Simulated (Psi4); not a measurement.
C₆H₁₅In, singlet, at a GFN2-xTB geometry (such geometries of metal compounds can be far from the true shape) (all electrons, no relativity); B3LYP/STO-3G (Psi4).

Here is a job for Psi4.
```
memory 2 GB

molecule {
0 1
  In    0.07649762   -0.22200321    0.00693532
  C     2.02672712    0.15771225   -1.13545282
  C     2.36142183    1.63252338   -1.31068090
  H     1.94066758   -0.33083748   -2.11056739
  H     2.82357011   -0.35209405   -0.58529438
  H     2.45995188    2.12575404   -0.34227827
  H     1.58050189    2.14303965   -1.87522276
  H     3.30396277    1.75910326   -1.84981189
  C    -0.38833693   -2.35436143    0.69839517
  C    -1.78872250   -2.44716336    1.28982773
  H     0.35867416   -2.65031795    1.44040329
  H    -0.28641149   -3.03119926   -0.15454106
  H    -2.54125842   -2.18219544    0.54491415
  H    -1.89692529   -1.76512216    2.13538012
  H    -2.00419206   -3.45898083    1.64236480
  C    -1.45686153    1.39454694    0.51776553
  C    -1.14581916    2.75242261   -0.09509029
  H    -1.50381275    1.47106885    1.60794101
  H    -2.43115501    1.03525521    0.17402415
  H    -1.10938311    2.68711054   -1.18368891
  H    -0.18333376    3.12590196    0.25648098
  H    -1.90969286    3.48758859    0.17147927
}

set basis sto-3g
set scf_type pk

energy('b3lyp')
print_variables()
```

The log (banner, timings and long lists left out):

```
   => Loading Basis Set <=

    Name: STO-3G
    Role: ORBITAL
    Keyword: BASIS

         ---------------------------------------------------------
                                   SCF
               by Justin Turney, Rob Parrish, Andy Simmonett
                          and Daniel G. A. Smith
                              RKS Reference
         ---------------------------------------------------------

  ==> Geometry <==

    Molecular point group: c1
    Full point group: C1

    Geometry (in Angstrom), charge = 0, multiplicity = 1:

       Center              X                  Y                   Z               Mass
    ------------   -----------------  -----------------  -----------------  -----------------
         IN           0.063226754391    -0.183467716143     0.005724326369   114.903878776000
         C            2.013456254391     0.196247743857    -1.136663813631    12.000000000000
         C            2.348150964391     1.671058873857    -1.311891893631    12.000000000000
         H            1.927396714391    -0.292301986143    -2.111778383631     1.007825032230
         H            2.810299244391    -0.313558556143    -0.586505373631     1.007825032230
         H            2.446681014391     2.164289533857    -0.343489263631     1.007825032230
         H            1.567231024391     2.181575143857    -1.876433753631     1.007825032230
         H            3.290691904391     1.797638753857    -1.851022883631     1.007825032230
         C           -0.401607795609    -2.315825936143     0.697184176369    12.000000000000
         C           -1.801993365609    -2.408627866143     1.288616736369    12.000000000000
         H            0.345403294391    -2.611782456143     1.439192296369     1.007825032230
         H           -0.299682355609    -2.992663766143    -0.155752053631     1.007825032230
         H           -2.554529285609    -2.143659946143     0.543703156369     1.007825032230
         H           -1.910196155609    -1.726586666143     2.134169126369     1.007825032230
         H           -2.017462925609    -3.420445336143     1.641153806369     1.007825032230
         C           -1.470132395609     1.433082433857     0.516554536369    12.000000000000
         C           -1.159090025609     2.790958103857    -0.096301283631    12.000000000000
         H           -1.517083615609     1.509604343857     1.606730016369     1.007825032230
[...]
   @RKS iter   4: -5919.70614780561209   -1.35246e-03   2.56642e-04 ADIIS/DIIS
   @RKS iter   5: -5919.70638193575360   -2.34130e-04   6.92501e-05 DIIS
   @RKS iter   6: -5919.70639820080578   -1.62651e-05   1.67635e-05 DIIS
   @RKS iter   7: -5919.70639912090883   -9.20103e-07   4.43854e-06 DIIS
   @RKS iter   8: -5919.70639918709730   -6.61885e-08   1.21579e-06 DIIS
   @RKS iter   9: -5919.70639919226687   -5.16957e-09   8.00470e-08 DIIS
  Energy and wave function converged.

  ==> Post-Iterations <==

   Electrons on quadrature grid:
      Ntotal   =   99.9999598388 ; deviation = -4.016e-05

    Orbital Energies [Eh]
    ---------------------

    Doubly Occupied:

[...]
    Virtual:

[...]
      72A      0.547904

    Final Occupation by Irrep:
              A
    DOCC [    50 ]
    NA   [    50 ]
    NB   [    50 ]

  @RKS Final Energy: -5919.70639919226687

   => Energetics <=

    Nuclear Repulsion Energy =            677.6662120092876194
    One-Electron Energy =               -9536.1918970930619253
    Two-Electron Energy =                3095.4811855670263867
    DFT Exchange-Correlation Energy =    -156.6618996755192370
    Empirical Dispersion Energy =           0.0000000000000000
    VV10 Nonlocal Energy =                  0.0000000000000000
    Total Energy =                      -5919.7063991922668720

Computation Completed

Properties will be evaluated at   0.000000,   0.000000,   0.000000 [a0]

Properties computed using the SCF density matrix

 Multipole Moments:

 ------------------------------------------------------------------------------------
     Multipole            Electronic (a.u.)      Nuclear  (a.u.)        Total (a.u.)
 ------------------------------------------------------------------------------------

 L = 1.  Multiply by 2.5417464519 to convert [e a0] to [Debye]
 Dipole X            :          2.5567853           -2.5078301            0.0489552
 Dipole Y            :         -7.3080418            7.2821529           -0.0258889
 Dipole Z            :          0.2083041           -0.2288440           -0.0205400
 Magnitude           :                                                    0.0590655

 ------------------------------------------------------------------------------------

  Variable Map:
  ----------------------------------------------------------------------------
[...]
  Array Variable Map:
  ----------------------------------------------------------------------------
[...]
[...]
```
